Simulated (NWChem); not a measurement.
Molecule: C$_{4}$H$_{4}$F$_{2}$; SMILES C1(=C[C@@H](F)C1)F

```xyz
10

F      0.0425    -2.2595    -0.2422
C      0.0608    -0.9469    -0.0285
C      1.0455    -0.0681     0.1813
C      0.0371     1.0301     0.4376
F      0.0756     2.1027    -0.4412
C     -1.1019    -0.0050     0.1305
H      2.1267    -0.1058     0.2113
H      0.0180     1.4383     1.4540
H     -1.6522     0.2368    -0.7837
H     -1.8043    -0.2189     0.9442
```
Atoms are numbered in this order, from 1.

Program: NWChem. Medium grid unless said otherwise, to which SCAN and Minnesota functionals are sensitive. Coordinates come from a B3LYP/6-31G* (spherical d) optimisation. B3LYP is NWChem's, with the RPA form of VWN correlation.

Task: Order these by “dipole (D)”, lowest first: PBE0/def2-TZVP; Hartree-Fock/def2-TZVP; PBE/def2-TZVP.

Result: PBE/def2-TZVP (1.26), PBE0/def2-TZVP (1.33), Hartree-Fock/def2-TZVP (1.50)
